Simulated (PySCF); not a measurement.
Compound: C5H7O2S (doublet state).
Cartesian coordinates in Å at the GFN2-xTB level; atoms count from 1:
```xyz
15
C5H7O2S angstrom
C      3.2731   -0.3057   -0.0077
O      2.0714   -0.8654   -0.1833
C      1.0197   -0.1461   -0.4318
C     -0.2901   -0.0364   -0.6086
S     -1.8011   -0.7530   -1.1904
C     -2.7989   -0.1723    0.2684
O     -1.6652   -2.1973   -1.0392
C      0.5190    1.2476   -0.6408
H      4.0697   -0.9905    0.1894
H      3.4035    0.7571   -0.0902
H     -3.8210   -0.5079    0.1242
H     -2.7553    0.9099    0.3004
H     -2.3860   -0.6085    1.1707
H      0.7213    1.7433   -1.5848
H      0.4356    1.9334    0.1961
```

The hyperfine couplings belong to this conformer and change with its torsions.

Identity: `C1C(O[CH2])=C1[S@](C)=O` [radical].

Method: UKS B3LYP, pcH-1 on C H O S, non-relativistic, mean-field spin-orbit, GIAO (PySCF 2.14.0). The structure is a single GFN2-xTB conformer in the gas phase; no vibrational or solvent corrections. The geometry wasn't refined by DFT: couplings that depend on bond lengths, twists or pyramidal angles can differ widely from those at the functional's own minimum. Stability of the SCF solution: not tested.

Problem. Break the g tensor into its mass correction, gauge correction and orbital-Zeeman/spin–orbit terms.

Solution. 
```json
{"Δg (ppm)": "relativistic mass correction", "1": "-175", "2": "-175", "3": "-175"}
{"Δg (ppm)": "gauge correction", "1": "-3", "2": "48", "3": "34"}
{"Δg (ppm)": "orbital Zeeman/spin–orbit", "1": "-23", "2": "628", "3": "1620"}
{"Δg (ppm)": "total", "1": "-201", "2": "501", "3": "1480"}
```

So g = 2.00212, 2.00282, 2.00380 and g_iso = 2.00291; the tensor is rhombic: the two nearest values differ by 42 % of g3 − g1. Axes: g2 points within 11° of the C4–C8 bond and g3 points within 3° of the C1–H9 bond.

Problem. At 9.353 GHz, how far is the centre of the isotropic spectrum from where a free electron (g = 2.002319) resonates?

Solution. B = hν/(g μB) with μB/h = 13.99624 MHz/mT gives 333.74 mT for the free electron and 333.64 mT at g_iso, 0.10 mT lower.

Problem. What effective moment and Curie constant follow for a powder?

Solution. With the mean of g² = 4.0117 and S(S+1) = 0.75: μ_eff = √(⟨g²⟩S(S+1)) = 1.735 μB and χT = 0.12505·⟨g²⟩·S(S+1) = 0.376 cm³ K/mol (cgs; spin-Hamiltonian part alone).

Problem. What are the electron Larmor frequencies g μB B/h along the three axes at 350 mT?

Solution. 9.8077, 9.8112, 9.8160 GHz for g1, g2 and g3, a range of 8.2 MHz.

Problem. In a frozen sample, at which fields do the three g values resonate at 9.5, 34, 94 and 263 GHz (hyperfine left aside), and which band first spreads them over more than twice a line width of 0.3 mT?

Solution. 
```json
{"band": "X", "GHz": "9.5", "B(g3) mT": "338.73", "B(g2) mT": "338.90", "B(g1) mT": "339.02", "spread mT": "0.28"}
{"band": "Q", "GHz": "34.0", "B(g3) mT": "1212.31", "B(g2) mT": "1212.90", "B(g1) mT": "1213.33", "spread mT": "1.02"}
{"band": "W", "GHz": "94.0", "B(g3) mT": "3351.68", "B(g2) mT": "3353.31", "B(g1) mT": "3354.49", "spread mT": "2.81"}
{"band": "J", "GHz": "263.0", "B(g3) mT": "9377.57", "B(g2) mT": "9382.14", "B(g1) mT": "9385.44", "spread mT": "7.87"}
```

The spread grows in proportion to the frequency. Q band is the first where it exceeds 0.6 mT.

Largest spin populations (Mulliken): C1 (+0.95), C4 (+0.14), C3 (-0.07) and O2 (+0.06). No atom but C1 exceeds +0.15. The positive populations add up to 1.16 and the negative ones to -0.16, together 2S = 1. The angles at C1 add up to 360.0°, so it is planar; its axial dipolar tensor and the negative couplings of its protons fit spin in a p orbital normal to that plane.

The HOMO–LUMO gaps are 4.75 eV among the α and 4.35 eV among the β orbitals.
